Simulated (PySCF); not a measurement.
Computed structure and properties of EuCl2

System: EuCl2 (singlet in the valence; each metal's 4f electrons, 7 of them, lie in its core potential, out of spins and levels); start: template (C2v). Method: PySCF 2.14.0, RKS PBE0, Eu lcecp-0-SVP with ECP53, Cl def2-SVP; non-relativistic Hamiltonian with scalar-relativistic core potentials where named; density fitting; no spin-orbit coupling.

Input of the relaxation:

```python
mol = gto.M(atom='''
Eu     0.00000     0.00000    -0.35826
Cl     2.55090    -0.00000     0.78334
Cl    -2.55090     0.00000     0.78334''',
    basis={'Eu': 'lcecp-0-SVP', 'Cl': 'def2-SVP'},
    ecp={'Eu': 'lcecp-0-SVP'},
    charge=0, spin=0)
mf = dft.RKS(mol, xc='PBE0')
mf.grids.atom_grid = (50, 194)  # f atoms: unpruned, at least (60, 302)
mf = mf.density_fit()  # fitting sets: Eu AutoAux, Cl def2-universal-JKFIT
mf.conv_tol = 1e-08; mf.max_cycle = 55
mf.kernel(dm0)  # dm0: converged density of the start geometry
# quasi-Newton relaxation in Cartesian coordinates to a largest gradient under 0.00045 Eh/bohr, steps kept in the point group
```

Run from Python with OMP_NUM_THREADS=2; the lines above give its settings. Where DIIS fails, smearing, a level shift and second-order steps follow.
It took 9.2 s on 2 threads of Arm Neoverse V2, with other jobs on the host, from the converged density of the start.

Course of the relaxation:

```json
{"step": "0", "energy above end (eV)": "0.2678", "largest force component within the symmetry (eV/Å)": "1.187"}
{"step": "1", "energy above end (eV)": "0.0799", "largest force component within the symmetry (eV/Å)": "0.710"}
{"step": "2", "energy above end (eV)": "0.0067", "largest force component within the symmetry (eV/Å)": "0.244"}
{"step": "3", "energy above end (eV)": "0.0002", "largest force component within the symmetry (eV/Å)": "0.040"}
{"step": "4", "energy above end (eV)": "0.0000", "largest force component within the symmetry (eV/Å)": "0.009"}
{"step": "5", "energy above end (eV)": "0.0000", "largest force component within the symmetry (eV/Å)": "0.006"}
```

Relaxed geometry (C2v):

```xyz
3

Eu    0.0000    0.0000   -0.2372
Cl    2.4339    0.0000    0.7228
Cl   -2.4339    0.0000    0.7228
```

```json
{"contact": "Eu1–Cl2 (Cl)", "Å": "2.616"}
{"contact": "Eu1–Cl3 (Cl)", "Å": "2.616"}
```

On the finer grid (75, 302):

```yaml
HOMO: not given (4f levels lie in the core)
LUMO: not given (4f levels lie in the core)
Dipole_about_the_centre_of_mass: 5.71 D
Set_of_Mulliken_populations_of_Eu1_outside_the_core_potential: s 2.17, p 6.18, d 0.78, f 0.02
D3_BJ_dispersion_energy_not_in_the_energies: -0.060 eV
```

```csv
atom,Mulliken (e),Löwdin (e),spin (e)
Eu1,0.85,0.43,0.00
Cl2,-0.42,-0.21,0.00
Cl3,-0.42,-0.21,0.00
```

The 4f levels lie in the core potential and are missing. Their spin isn't counted.

On the grid (50, 194), as all that follows. Harmonic modes: a minimum within the noise of the softest modes; lowest 44 cm⁻¹ (negative: unstable), highest 305 cm⁻¹, zero-point energy 0.039 eV.

Taking off one Cl (charge -1, singlet; the rest: singlet) in vacuum, both parts rigid, costs 8.03 eV; the small basis without counterpoise inflates it. Most of it is the attraction of opposite charges; other ways to part are cheaper, and one spin state was tried for the rest.

Rigid scan of Cl along the line from its metal:

```
distance to Cl2 (Å)  energy (eV)
               2.32        0.609
               2.42        0.238
               2.52        0.053
               2.62        0.000
               2.72        0.040
               2.82        0.145
               3.02        0.467
               3.32        1.062
               3.72        1.849
               4.22        2.687
```

One start shape was tried, so this needn't be the lowest isomer.

An lcecp potential fixes the number of 4f electrons, so in runs with it no electron can move into or out of that shell.
